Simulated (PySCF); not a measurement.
# Löwdin shares of the frontier orbitals

C2H7Cl3Si2.
Cartesian coordinates in Å at the GFN2-xTB level; atoms count from 1:
```
atom  x, y, z in Å
Cl1    1.528    1.299    1.477
C2     2.202   -0.018    0.472
Si3    1.014   -0.319   -1.006
Si4   -1.116   -0.822   -0.212
Cl5   -1.120   -2.105    1.360
C6    -2.026    0.750    0.407
Cl7   -2.088    1.936   -0.927
H8     3.196    0.302    0.167
H9     2.305   -0.884    1.123
H10    1.617   -1.422   -1.768
H11    1.056    0.893   -1.826
H12   -1.996   -1.412   -1.227
H13   -1.516    1.240    1.235
H14   -3.057    0.561    0.703
```

Method: TDDFT CAM-B3LYP/def2-SVPD, vertical, gas phase, core orbitals frozen in the response (PySCF).

Frontier orbitals with the atoms that hold most of them (Löwdin shares over 4%, at most four atoms; ? is withheld):

| orbital | ε (eV) | atoms |
| --- | --- | --- |
| HOMO-3 | -10.07 | Cl7 52%, Cl5 13%, C6 8%, Cl1 7% |
| HOMO-2 | -10.00 | Cl7 22%, Cl1 20%, Cl5 13%, Si4 11% |
| HOMO-1 | -9.66 | ? |
| HOMO | -9.51 | Cl7 39%, C6 19%, Si4 13%, Cl5 13% |
| LUMO | ? | ? |
| LUMO+1 | 0.68 | Si4 24%, Si3 21%, C6 8%, H12 7% |
| LUMO+2 | 0.89 | Cl1 27%, Cl7 12%, C2 11%, Si3 11% |

Problem. Which atoms hold the HOMO-1, and with what shares?

Solution. Cl1 (bonded to C) 50%; C2 (bonded to Cl, Si and 2 H) 20%; Si3 (bonded to C, Si and 2 H) 12%.

Problem. Give the leading atoms of the LUMO.

Solution. Si3 (bonded to C, Si and 2 H) 22%; Si4 (bonded to C, Cl, Si and H) 22%; Cl5 (bonded to Si) 18%; H11 (bonded to Si) 6%. By element: silicon 44%, chlorine 18% or more, hydrogen 6% or more.

Problem. What is the LUMO energy, and the HOMO–LUMO gap?

Solution. ε(LUMO) = 0.14 eV; the gap is 9.65 eV (0.3545 hartree).

Problem. How does S1 compare with the orbital gap of 9.65 eV?

Solution. S1 is at 6.50 eV (f = 0.020), 3.15 eV below the gap, made of HOMO→LUMO (73%). 

Next come S2 at 6.73 eV (f 0.024), HOMO-1→LUMO (56%), HOMO-1→LUMO+2 (19%); S3 at 6.83 eV (f 0.022), HOMO-2→LUMO (37%), HOMO-1→LUMO+2 (18%), HOMO-3→LUMO (15%); S4 at 7.11 eV (f 0.024), HOMO→LUMO+1 (54%), HOMO-1→LUMO+1 (8%); S5 at 7.16 eV (f 0.011), HOMO-1→LUMO (17%), HOMO→LUMO+1 (16%), HOMO-1→LUMO+2 (15%).

Löwdin shares depend on the basis, the more so with diffuse functions.

On Arm Neoverse V1, one thread, shared host with 32 logical CPUs at a one-minute load of 28, this took 1.9 min (with the writing of density and orbital grids) and 1.0 GiB of memory at its peak.

One conformer stands for the species.
